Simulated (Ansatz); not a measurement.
`[CH3][AlH][OH]` + `[Cl][SbH2]` → `[OH][AlH][SbH][Cl]` + CH₄  (formal exchange of groups at the Al–C bond)

Gas-phase electronic energies from Ansatz, PBE0-D4/def2-TZVP geometries. CBS: MP2 limit from def2 TZ/QZ plus the TZ coupled-cluster correction, frozen cores. This one scheme is used for every species. DFT in def2-TZVPP. B3LYP here is the variant with VWN-RPA as its local correlation; programs differ in this. HSE06 is defined as in plane-wave codes. def2 core potentials past Kr. For Sb outer-core shells are correlated without core-valence functions, which leaves a few kJ/mol of doubt a bond. One conformer a species, not always the lowest.

| level | ΔE (kcal/mol) | difference from CCSD(T)/CBS |
| --- | --- | --- |
| LDA (SPW92) | -16.3 | 0.1 |
| revPBE-D4 | -16.9 | -0.5 |
| BLYP-D4 | -16.1 | 0.3 |
| r2SCAN-D4 | -15.8 | 0.6 |
| B97M-V | -12.8 | 3.6 |
| PBE0-D4 | -16.9 | -0.5 |
| B3LYP-D4 | -16.0 | 0.4 |
| r2SCANh-D4 | -15.9 | 0.5 |
| r2SCAN0-D4 | -16.1 | 0.3 |
| HSE06-D4 | -17.0 | -0.6 |
| BHLYP-D4 | -16.3 | 0.1 |
| CAM-B3LYP-D4 | -14.5 | 1.9 |
| ωB97X-V | -14.8 | 1.6 |
| ωB97M-V | -14.7 | 1.7 |
| B2PLYP | -15.2 | 1.2 |
| PBE-QIDH | -16.3 | 0.1 |
| PBE | -16.3 | 0.1 |
| BLYP | -14.5 | 1.9 |
| r2SCAN | -15.6 | 0.8 |
| PBE0 | -16.1 | 0.3 |
| B3LYP | -14.6 | 1.8 |
| r2SCANh | -15.7 | 0.7 |
| r2SCAN0 | -15.8 | 0.6 |
| HSE06 | -16.2 | 0.2 |
| CAM-B3LYP | -13.6 | 2.8 |
| LC-ωPBE | -14.1 | 2.3 |
| RPA@PBE/def2-TZVPP | -14.2 | 2.2 |
| HF/def2-SVP | -15.4 | 1.0 |
| MP2/def2-SVP | -15.8 | 0.6 |
| CCSD/def2-SVP | -15.3 | 1.1 |
| CCSD(T)/def2-SVP | -15.7 | 0.7 |
| HF/def2-TZVPP | -14.0 | 2.4 |
| MP2/def2-TZVPP | -16.2 | 0.2 |
| SCS-MP2/def2-TZVPP | -15.2 | 1.2 |
| CCSD/def2-TZVPP | -14.5 | 1.9 |
| CCSD(T)/def2-TZVPP | -15.1 | 1.3 |
| HF/def2-QZVPP | -13.7 | 2.7 |
| MP2/def2-QZVPP | -16.9 | -0.5 |
| HF/CBS(def2) | -13.6 | 2.8 |
| MP2/CBS(def2) | -17.6 | -1.2 |
| CCSD(T)/CBS | -16.4 | 0 |

Task: What do rigid-rotor, harmonic-oscillator terms from PBE0-D4/def2-TZVP frequencies (298.15 K, 1 bar) make of the CCSD(T)/CBS value? (An estimate is asked.)

Result: Ansatz gave: ΔZPE = +2.3 kcal/mol, ΔH = -13.6 kcal/mol, ΔS = -30 J/(mol·K), ΔG = -11.4 kcal/mol. Modes under 50 cm⁻¹ make the entropy rough.

Largest T1 diagnostic among the species: 0.014.

In def2-TZVPP, CCSD(T) changes the Hartree–Fock value by −1.0 kcal/mol (the triples alone add −0.5 kcal/mol) and MP2 by −2.2 kcal/mol. The D4 term adds −1.5 kcal/mol with B3LYP and −0.8 kcal/mol with PBE0; it sums over pairs of atoms, weighted by their polarisabilities, and B3LYP, whose exchange is more repulsive, gets the larger term.
